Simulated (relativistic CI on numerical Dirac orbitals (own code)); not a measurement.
W⁴⁺ (5d2) in a crystal field

Calculated by Dirac-Coulomb-Breit CI, separate exchange-only KLI orbitals for each configuration, model QED, valence Slater integrals scaled by 0.9, one configuration in a parametric crystal field (own radial code). With so little scaling, terms lie 10 to 35 % too far apart, which can change the order of excited levels.

Field parameters in Wybourne normalisation: Td as Oh with Dq negative (B⁴₀ = 21Dq, B⁴₄ = √(5/14) B⁴₀). The field is a parameter set, without covalency.

S is read from ⟨S²⟩ = S(S + 1).

Levels (cm⁻¹, degeneracy): 0 (3), 2123 (2), 6339 (1), 6832 (3), 7098 (3), 11115 (3), 12470 (2), 12838 (1), 13076 (3), 14845 (2), 16118 (3), 16387 (1).

Q: Which field gives this pattern?
A. Td, 10Dq = -12850 cm⁻¹
B. Td, 10Dq = -3800 cm⁻¹
C. Td, 10Dq = -18900 cm⁻¹
D. Td, 10Dq = -15850 cm⁻¹

A: B. Td, 10Dq = -3800 cm⁻¹, ground level with S = 0.97.
